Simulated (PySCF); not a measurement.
SnOBr, SMILES [O]=[Sn][Br], multiplicity 2. The structure is a stationary point at r2SCAN-D4/def2-TZVP. The def2 effective core potentials stand for the cores of Sn; spin–orbit coupling is left out.

Computed equilibrium geometry at r2SCAN-D4/def2-TZVP (PySCF confirms it by a frequency run) as bond lengths and angles, and its point group:
point group Cs.
Atoms: Sn1 O2 Br3. Bonded distances (Å): Sn1–O2 1.969, Sn1–Br3 2.522. Angles (°): O2–Sn1–Br3 94.4.
Charge 0, spin multiplicity 2.
